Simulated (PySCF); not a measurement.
Job file and geometry (Å, from GFN2-xTB) of an NMR shielding run on SMILES C=CN(C)BC(=C)C, C6H12BN, PySCF 2.14.0, density-fitted response routines, GIAO PBE0/pcSseg-1 NMR shielding, non-relativistic, gas phase; density fitting, a coarse starting grid and PySCF grid level 2 are the driver's defaults:

```
$ OMP_NUM_THREADS=1 python probes_run.py task.json out

{"job": {"kind": "nmr", "xc": "PBE0", "basis": "pcSseg-1"}, "charge": 0, "multiplicity": 1}
C      2.733232     0.726234    -0.118361
C      1.425940     0.519688    -0.010261
N      0.737433    -0.654782    -0.289877
C      1.565201    -1.782833    -0.670373
B     -0.653603    -0.758540    -0.200310
C     -1.589437     0.455351     0.149969
C     -1.637936     1.578213    -0.559874
C     -2.529321     0.261408     1.310839
H      3.147282     1.684128     0.139370
H      3.435105    -0.012072    -0.461378
H      0.781120     1.313973     0.335742
H      2.299940    -1.998056     0.109668
H      0.940922    -2.659726    -0.819022
H      2.098177    -1.569711    -1.600547
H     -1.139827    -1.811472    -0.391684
H     -2.334659     2.374298    -0.338360
H     -0.994920     1.742682    -1.409845
H     -1.964690     0.077880     2.225038
H     -3.164354     1.132966     1.460342
H     -3.160753    -0.608950     1.135888
```

**Question.** What does the program print?

**Answer.** 
```
coarse grid: 16104 points
cycle   1  E = -314.9237417268  dE =  8.827e-01  |g| = 4.380e-01  |ddm| = 3.841e+00
cycle   2  E = -314.9242719191  dE = -5.302e-04  |g| = 4.487e-01  |ddm| = 8.031e-01
cycle   3  E = -314.9762970867  dE = -5.203e-02  |g| = 8.164e-02  |ddm| = 4.271e-01
cycle   4  E = -314.9776713078  dE = -1.374e-03  |g| = 3.700e-02  |ddm| = 9.758e-02
cycle   5  E = -314.9779951024  dE = -3.238e-04  |g| = 8.937e-03  |ddm| = 3.402e-02
cycle   6  E = -314.9780131970  dE = -1.809e-05  |g| = 1.957e-03  |ddm| = 7.993e-03
cycle   7  E = -314.9780138911  dE = -6.941e-07  |g| = 7.762e-04  |ddm| = 1.680e-03
final grid: 153912 points
cycle   8  E = -315.0242968600  dE = -6.170e-05  |g| = 9.150e-03  |ddm| = 4.045e-02
cycle   9  E = -315.0242948604  dE =  2.000e-06  |g| = 9.697e-03  |ddm| = 1.646e-02
cycle  10  E = -315.0243190178  dE = -2.416e-05  |g| = 1.131e-03  |ddm| = 8.494e-03
cycle  11  E = -315.0243192792  dE = -2.615e-07  |g| = 3.713e-04  |ddm| = 9.810e-04
cycle  12  E = -315.0243193070  dE = -2.780e-08  |g| = 1.024e-04  |ddm| = 3.283e-04
cycle  13  E = -315.0243193097  dE = -2.701e-09  |g| = 2.762e-05  |ddm| = 1.279e-04
cycle  14  E = -315.0243193099  dE = -1.828e-10  |g| = 1.116e-05  |ddm| = 3.474e-05
converged SCF energy = -315.0243193099

GIAO shielding tensors (ppm)
atom      isotropic    diamagn.    paramagn.     s11        s22        s33       span
  0 C       91.028     255.416    -164.389      2.024     97.736    173.322    171.298
  1 C       38.434     256.209    -217.775    -74.504     52.978    136.829    211.333
  2 N      101.598     328.116    -226.518    -26.717    106.977    224.535    251.252
  3 C      145.250     244.882     -99.631    126.830    128.732    180.189     53.359
  4 B       59.545     199.025    -139.480     26.894     50.344    101.398     74.503
  5 C       28.320     262.894    -234.573    -93.618      7.455    171.124    264.742
  6 C       58.503     256.149    -197.646    -47.192     73.264    149.438    196.629
  7 C      159.660     247.105     -87.445    144.926    149.107    184.947     40.021
  8 H       27.246      30.382      -3.136     25.226     26.127     30.384      5.158
  9 H       27.292      31.871      -4.579     24.784     25.336     31.755      6.971
 10 H       24.020      36.022     -12.002     19.620     21.771     30.669     11.049
 11 H       28.617      29.676      -1.059     25.504     26.159     34.189      8.686
 12 H       28.228      29.658      -1.430     24.201     27.955     32.527      8.327
 13 H       28.541      29.620      -1.079     25.232     26.176     34.214      8.982
 14 H       26.526      33.703      -7.177     24.861     25.256     29.460      4.600
 15 H       25.904      31.864      -5.960     22.882     25.912     28.918      6.036
 16 H       26.579      34.450      -7.871     22.931     26.083     30.723      7.792
 17 H       29.921      30.588      -0.667     26.235     28.827     34.701      8.466
 18 H       29.863      29.533       0.330     26.622     28.599     34.367      7.745
 19 H       29.514      28.770       0.744     25.860     27.822     34.860      9.000
```

Size and cost of the density-fitted run: 196 basis functions, 100 s wall time (82 s CPU) on 1 thread of an Intel Xeon, shared host; peak memory 0.86 GiB.
